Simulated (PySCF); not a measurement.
# Radial density of Ru²⁺ (ruthenium, charge +2)

UHF, [Kr] 4d5 5s1, high-spin 7S determinant (an excited configuration). All numbers are calculated (PySCF 2.14, a scalar-relativistic core potential, in aug-cc-pVTZ-PP with ECP28MDF (6s6p5d3f2g, 88 functions)). This is the valence pseudo-density: the core potential removes the inner electrons and smooths the orbitals near the nucleus.

```
r (bohr)  4πr²ρ (e/bohr)  4πr²(ρα − ρβ)
  0.0187       1.049e-05         0.0000
  0.0314       2.689e-05         0.0000
  0.0528       6.407e-05         0.0000
  0.0888       0.0002054         0.0000
   0.149        0.001671         0.0005
   0.251         0.02644         0.0095
   0.423          0.7082         0.1814
   0.711           8.545         1.8796
    1.20           11.57         4.0110
    2.01           2.682         2.0035
    3.38          0.3746         0.3711
    5.69        0.008401         0.0084
```

Energies and moments cover only the electrons outside the core potential.
